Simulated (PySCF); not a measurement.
Working out the ionisation energy of Cs

Cs [Xe] 6s1 (2S) → Cs⁺ [Xe] (1S). Calculation: PySCF 2.14, in x2c-TZVPPall with one added diffuse shell each of s, p, d type (12s8p7d2f1g, 94 functions); the spin-free X2C one-electron Hamiltonian (Gaussian nucleus). Frozen: [Kr] 4d10. Energies in hartree (1 hartree = 27.21139 eV):

```json
{"part": "UHF", "Cs (lower)": "-7783.064980", "Cs⁺ (upper)": "-7782.937238"}
{"part": "MP2 opposite-spin", "Cs (lower)": "-0.114182", "Cs⁺ (upper)": "-0.107489"}
{"part": "MP2 same-spin", "Cs (lower)": "-0.039848", "Cs⁺ (upper)": "-0.034141"}
```

Q: What does Hartree-Fock give?

A: (-7782.937238) − (-7783.064980) = 0.127742 hartree = 3.476 eV.

Q: What do MP2 and SCS-MP2 (6/5 opposite-spin, 1/3 same-spin) give?

A: The opposite-spin parts differ by 0.182 eV and the same-spin parts by 0.155 eV. MP2: 3.476 + (0.182) + (0.155) = 3.813 eV. SCS-MP2: 3.476 + 1.2 × (0.182) + (0.155)/3 = 3.746 eV.

Measured between the centres of the two terms (NIST): 3.894 eV, so MP2 (valence and next inner shell) is off by -0.081 eV.

What remains against the reference includes basis incompleteness, the frozen core and correlation beyond second order.
